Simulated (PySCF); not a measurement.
## Spinor energies of Ba⁺ (barium, charge +1)

Start: [Xe] 6s1; 6s1/2 filled at m_j = +1/2. Calculated with PySCF 2.14 in x2c-TZVPPall-2c: generalised Hartree-Fock with the X2C-1e Hamiltonian and a Gaussian nucleus; one run each with spin-orbit coupling (SO) switched off, then screened by Boettger's factors.

```csv
spinor shell,electrons,"ε, spin-free (eV)","ε, screened SO (eV)",weight of nominal j (screened SO),"rms radius, screened SO (bohr)"
1s1/2,2,-37630.2,-37625.7,1.000,0.0292
2s1/2,2,-6059.1,-6057.7,1.000,0.119
2p1/2,2,-5426.9,-5693.5,1.000,0.102
2p3/2,4,-5426.9,-5308.4,1.000,0.108
3s1/2,2,-1328.8,-1328.4,1.000,0.311
3p1/2,2,-1121.4,-1174.3,1.000,0.303
3p3/2,4,-1121.4,-1097.7,1.000,0.315
3d3/2,4,-820.39,-829.78,1.000,0.287
3d5/2,6,-820.39,-813.71,1.000,0.290
4s1/2,2,-284.45,-284.33,1.000,0.715
4p1/2,2,-214.75,-225.81,1.000,0.744
4p3/2,4,-214.75,-209.73,1.000,0.770
4d3/2,4,-110.31,-111.92,1.000,0.856
4d5/2,6,-110.31,-109.13,1.000,0.867
5s1/2,2,-48.973,-48.955,1.000,1.76
5p1/2,2,-29.799,-31.383,1.000,1.98
5p3/2,4,-29.799,-29.082,1.000,2.07
6s1/2,1,-9.406,-9.407,1.000,4.79
```

| quantity | spin-free | screened SO |
| --- | --- | --- |
| E (hartree) | -8130.03910 | -8133.10697 |
| M_J | 1/2 | 1/2 |
| ⟨J²⟩ | 0.751 | 0.751 |
| ⟨L²⟩ | 0.000 | 0.036 |
| ⟨S²⟩ | 0.751 | 0.787 |

Breit and QED terms are absent; they matter most for the inner s and p1/2 levels.

Densities and radii are taken from the X2C orbitals without a picture-change correction, which distorts them close to the nucleus.

Without spin-orbit coupling the j labels of p, d and f shells carry no meaning; the spin-free column gives the mean over the occupied spinors of each nl shell.
